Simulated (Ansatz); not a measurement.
Coupled-cluster run, `OB(O)OC[SiH3]`.

```yaml
crystal:
  periodic: [false, false, false]
  atoms:
    - {symbol: O, position_ang: [0.598665, -2.335571, 0.451682]}
    - {symbol: B, position_ang: [0.418349, -1.572938, -0.674078]}
    - {symbol: O, position_ang: [0.586363, -2.141706, -1.898045]}
    - {symbol: O, position_ang: [0.074181, -0.249503, -0.659197]}
    - {symbol: C, position_ang: [-0.122507, 0.440090, 0.559655]}
    - {symbol: Si, position_ang: [-0.580319, 2.235404, 0.178274]}
    - {symbol: H, position_ang: [0.461949, -1.863074, 1.274827]}
    - {symbol: H, position_ang: [0.825363, -3.068172, -1.828509]}
    - {symbol: H, position_ang: [0.786787, 0.425977, 1.177992]}
    - {symbol: H, position_ang: [-0.928521, -0.017074, 1.151929]}
    - {symbol: H, position_ang: [-0.781547, 2.944983, 1.471052]}
    - {symbol: H, position_ang: [0.517207, 2.886819, -0.578821]}
    - {symbol: H, position_ang: [-1.835568, 2.279866, -0.611958]}
basis:
  gaussian: {orbitals: def2-TZVPP}
correlation: {method: ccsd_t}
```

```sh
$ ansatz run in.yaml --threads 2 --pin off --events-out ev --progress --plain --max-ram 22528MiB --backend cuda --devices 0, --max-vram 18GiB
```

Log, shortened:

```
Functional definition: HF
1783 factors; integrals over basis functions are off by at most 1.1e-3 eV
mean field evaluation 1: about -15788.9157 eV, gradient 5.2e1 eV
mean field evaluation 2: about -15789.2220 eV, gradient 5.2e1 eV
mean field evaluation 4: about -15794.4970 eV, gradient 4.1e0 eV
mean field evaluation 8: about -15794.5661 eV, gradient 3.0e-1 eV
mean field -15794.56635015 eV, -580.4396074264 hartree, gradient 1.9e-6 eV, S^2 0.000000; 0 other end points of the search recorded, 0 dependent functions left out
10 core orbitals not correlated: weight in the atoms' cores, before any rotation towards them, 1.000 or more for the frozen orbitals, at most 0.000 for the correlated occupied ones
reference -15794.56635015 eV, -580.4396074264 hartree; 18, 18 occupied and 267, 267 virtual orbitals, 1783 factors
second order -30.07021300 eV of doubles, -0.00000000 eV of singles
cycle   1  -30.33398655 eV  change   -2.6e-1 eV  update   1.1e-1
cycle   2  -31.04418644 eV  change   -7.1e-1 eV  update   3.2e-2
cycle   3  -31.19608238 eV  change   -1.5e-1 eV  update   1.6e-2
cycle   4  -31.17660035 eV  change    1.9e-2 eV  update   3.6e-3
cycle   5  -31.17584984 eV  change    7.5e-4 eV  update   1.5e-3
cycle   6  -31.17651982 eV  change   -6.7e-4 eV  update   4.2e-4
cycle   7  -31.17617051 eV  change    3.5e-4 eV  update   1.3e-4
cycle   8  -31.17609015 eV  change    8.0e-5 eV  update   4.1e-5
cycle   9  -31.17609754 eV  change   -7.4e-6 eV  update   1.6e-5
perturbative correction -1.13241132 eV, -0.0416153486 hartree
Total energy: -15826.87485901 eV, -581.6269232276 hartree
```

Hardware: 2 threads of an AMD EPYC 7R13 on a shared host and a share of an NVIDIA H100 80 GB. Wall time 4.1 s, peak host memory 0.82 GiB.

MP2 recovers 93.1 % of the CCSD(T) correlation energy and the triples give 3.5 %; T1 = 0.0120.
